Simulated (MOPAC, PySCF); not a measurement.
H3F2GaSi, SMILES `[F][Ga]([SiH3])[F]`, neutral singlet in the gas phase. 

Cartesian coordinates (Å):
```xyz
7

F      2.3515    -1.2996     0.2641
Ga     1.2753     0.0863     0.1056
F      2.2030     1.5831     0.1424
Si    -1.1079    -0.0663    -0.1037
H     -1.6623    -0.3299     1.2422
H     -1.4303    -1.1835    -1.0162
H     -1.6293     1.2100    -0.6343
```
Charge 0, multiplicity 1.

All levels are single points at this geometry (B3LYP-D3(BJ)/def2-TZVP); Pople sets use spherical d functions. Orbital energies aren't observables, and empty levels follow the basis.

B3LYP/3-21G in PySCF gives HOMO (eV) = -8.42.

### Question
Estimate the HOMO (eV) from each of these levels: B3LYP-D3(BJ)/def2-TZVP in PySCF; B3LYP/6-311+G** (LANL2DZ on Ga) in PySCF; B3LYP/6-31G* in PySCF; B3LYP/LANL2DZ in PySCF; PBE/6-31G* in PySCF; HF/3-21G in PySCF; HF/STO-3G in PySCF; PM6 in MOPAC.

### Answer

```json
[
 {"level": "B3LYP-D3(BJ)/def2-TZVP in PySCF", "HOMO (eV)": "-8.89"},
 {"level": "B3LYP/6-311+G** (LANL2DZ on Ga) in PySCF", "HOMO (eV)": "-9.13"},
 {"level": "B3LYP/6-31G* in PySCF", "HOMO (eV)": "-8.70"},
 {"level": "B3LYP/LANL2DZ in PySCF", "HOMO (eV)": "-9.16"},
 {"level": "PBE/6-31G* in PySCF", "HOMO (eV)": "-7.60"},
 {"level": "HF/3-21G in PySCF", "HOMO (eV)": "-11.63"},
 {"level": "HF/STO-3G in PySCF", "HOMO (eV)": "-7.09"},
 {"level": "PM6 in MOPAC", "HOMO (eV)": "-11.43"}
]
```
